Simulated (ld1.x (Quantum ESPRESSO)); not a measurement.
What the settings do to the TM potential of hydrogen

Base potential:

```json
{
 "Element": "H",
 "Generator": "ld1.x (Quantum ESPRESSO) 7.5",
 "Type": "norm-conserving Troullier–Martins (Kleinman–Bylander form)",
 "Functional": "PBE",
 "Relativity": "scalar-relativistic",
 "Frozen core": "none",
 "Valence charge": "1",
 "Reference configuration": "1s1",
 "Partial waves": "2p channel at 0.25 Ry: rc 1.50 bohr; 1s (bound): rc 1.45 bohr",
 "Local potential": "the s channel",
 "Core correction": "none"
}
```

All-electron outer shells of the reference configuration (PBE, scalar-relativistic, ld1.x):

```tsv
shell	level (eV)	outermost node (bohr)	outermost maximum (bohr)
1s	-6.49	–	1.03
```

Cutoffs, loose and tight: the cutoffs (Ry, on a coarse ladder) from which the occupation-weighted sum of valence levels, in a spherical-Bessel basis at the reference potential, stays within 10 and 1 mRy of its value at 400 Ry. They do not see the model core or the augmentation charge, which bear on the density cutoff. Test errors are all-electron minus pseudo excitation energies from the reference, over the configurations 1s0.5. A dash means not determined; rows that change the core or the reference have their own tests.

```tsv
change	outcome	cutoff, loose	cutoff, tight	bound ghosts
base	generated	18 Ry	30 Ry	none
local potential all-electron potential smoothed inside 1.50 bohr (lloc = -1)	generated	18 Ry	30 Ry	none
wave 2p channel at 0.25 Ry: rc 1.50 bohr becomes 2p channel at 0.43 Ry: rc 1.50 bohr	generated	18 Ry	30 Ry	none
wave 2p channel at 0.25 Ry: rc 1.50 bohr becomes 2p channel at 0.25 Ry: rc 0.92 bohr	generated	18 Ry	30 Ry	none
type PAW; waves now 1s (bound): rcut 1.25, rcutus 1.45 bohr; 1s channel at 0.05 Ry: rcut 1.25, rcutus 1.45 bohr; 2p channel at 0.25 Ry: rcut 1.30, rcutus 1.50 bohr; 2p channel at 2.2 Ry: rcut 1.30, rcutus 1.50 bohr; local potential all-electron potential smoothed inside 1.45 bohr (lloc = -1); augmentation PSQ, inside the norm-conserving radii	generated	12 Ry	18 Ry	none
all radii scaled by about 1.34 (s 1.94, p 2.00 bohr)	generated	12 Ry	18 Ry	none
local potential all-electron potential smoothed inside 1.40 bohr (lloc = -1)	generated	18 Ry	30 Ry	none
```

Q: What comes out with this change to the base: all radii scaled by about 0.89 (s 1.30, p 1.34 bohr)?

A: outcome: generated; cutoff, loose: 21 Ry; cutoff, tight: 35 Ry; bound ghosts: none.

Q: What comes out with this change to the base: wave 1s (bound): rc 1.45 bohr becomes 1s (bound): rc 1.84 bohr?

A: outcome: generated; cutoff, loose: 12 Ry; cutoff, tight: 21 Ry; bound ghosts: none.
